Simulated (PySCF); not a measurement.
Excitations are Tamm–Dancoff values on a coarser integration grid. The basis has no diffuse functions, so Rydberg states are missing or too high.

Cartesian coordinates (Å):
```xyz
9

C     -1.1637     0.0374     0.0132
C      0.2733     0.4148     0.0816
Cl     0.5696     2.1091     0.4188
C      1.3377    -0.3611    -0.0787
Cl     1.2332    -2.0588    -0.4176
H     -1.6681     0.6100    -0.7677
H     -1.6596     0.2649     0.9589
H     -1.2711    -1.0242    -0.1985
H      2.3486     0.0077    -0.0100
```
Charge 0, multiplicity 1.

Task: What total energy, S1 excitation (TDA) and HOMO–LUMO gap does PySCF with M06-2X/def2-TZVP // B3LYP-D3(BJ)/def2-TZVP give?

Result: 
The total energy is -1037.0934 Ha and the S1 excitation (TDA) is 5.90 eV. The HOMO–LUMO gap is 8.91 eV.
